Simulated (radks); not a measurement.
Te VIII, 45 electrons, occupied as [Kr] 4d9. Method: non-relativistic Kohn-Sham, TPSS, spin-polarised, spherical densities, point nucleus; open shells are filled with parallel spins first (spin-orbit coupling, left out, can overturn this in heavy ions); meta-GGA in the generalised Kohn-Sham scheme; relativity is left out, which matters for an element this heavy; computed with a radial shooting solver on a logarithmic mesh with Libxc functionals.

Normalised radial functions P(r) = r R(r), r in bohr:

r         4s down    4p up
0.001267   0.0578   0.0011
0.001676   0.0749   0.0019
0.0022     0.0956   0.0032
0.002888   0.1208   0.0054
0.003791   0.1510   0.0091
0.005016   0.1866   0.0154
0.006584   0.2240   0.0255
0.008642   0.2604   0.0416
0.01134    0.2892   0.0668
0.01501    0.2996   0.1062
0.0197     0.2760   0.1614
0.02586    0.2023   0.2355
0.03394    0.0663   0.3249
0.04491   -0.1334   0.4166
0.05895   -0.3451   0.4708
0.07737   -0.4877   0.4368
0.1016    -0.4468   0.2599
0.1344    -0.1361  -0.0829
0.1764     0.3468  -0.4763
0.2315     0.7213  -0.7099
0.3039     0.6332  -0.5466
0.4021    -0.0397   0.0773
0.5278    -0.8821   0.8289
0.6927    -1.3263   1.2615
0.9093    -1.1363   1.1461
1.203     -0.6139   0.6847
1.579     -0.2114   0.2715
2.073     -0.0426   0.0663
2.721     -0.0044   0.0087
3.6       -0.0002   0.0005
4.725     0.0000   0.0000

4s down: eigenvalue -247.77 eV, 3 radial nodes at r = 0.0376, 0.146, 0.397 bohr, <r> = 0.787 bohr, 90 % of the charge inside 1.13 bohr. 4p up: eigenvalue -207.70 eV, 2 radial nodes at r = 0.127, 0.391 bohr, <r> = 0.821 bohr, 90 % of the charge inside 1.19 bohr.
